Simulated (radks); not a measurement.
The numbers below are computed, except where a source is named.
Ionisation ladder of scandium, from Sc to Sc8+. Each ion is in the ground configuration listed by NIST, and IE = E(next ion) - E(this ion). Code: a radial shooting solver on a logarithmic mesh with Libxc functionals. Model: non-relativistic Kohn-Sham, r2SCAN, spin-polarised, spherical densities, point nucleus; open shells are filled with parallel spins first; meta-GGA in the generalised Kohn-Sham scheme.

species  configuration  E (hartree)  IE, Delta-SCF (eV)  -e(HOMO) (eV)     HOMO  <r> HOMO (bohr)  IE, NIST (eV)       kind  error (eV)
Sc        [Ar] 3d1 4s2   -760.55850               6.151          3.560    3d up             1.82          6.561       exp.      -0.411
Sc+       [Ar] 3d1 4s1   -760.33246              12.891         10.354    3d up             1.71         12.800       exp.      +0.091
Sc2+          [Ar] 3d1   -759.85872              24.647         18.007    3d up             1.55         24.757       exp.      -0.110
Sc3+              [Ar]   -758.95295              74.103         65.384       3p             1.13         73.489       exp.      +0.614
Sc4+      [Ne] 3s2 3p5   -756.22971              91.927         82.928  3p down             1.10          91.95  semi-emp.      -0.023
Sc5+      [Ne] 3s2 3p4   -752.85145              110.06         100.99  3p down             1.06         110.68  semi-emp.        -0.6
Sc6+      [Ne] 3s2 3p3   -748.80698              137.71         127.40    3p up             1.02          138.0  semi-emp.        -0.3
Sc7+      [Ne] 3s2 3p2   -743.74610              158.59         148.10    3p up            0.992          158.1  semi-emp.        +0.5
Sc8+      [Ne] 3s2 3p1   -737.91804              179.61         169.13    3p up            0.968          180.0       exp.        -0.4

Reference values: NIST Atomic Spectra Database (exp. = measured, semi-emp. = semi-empirical, theory = theoretical value adopted there). The ionisation energy per charge of the ion left behind rises most, in proportion, at Sc3+ ([Ar]), from 8.216 to 18.526 eV. Against the entries that are not theoretical the mean signed error is -0.7 % and the largest -6.3 %. Open shells are spherical and high-spin; term and fine-structure splittings are not resolved.
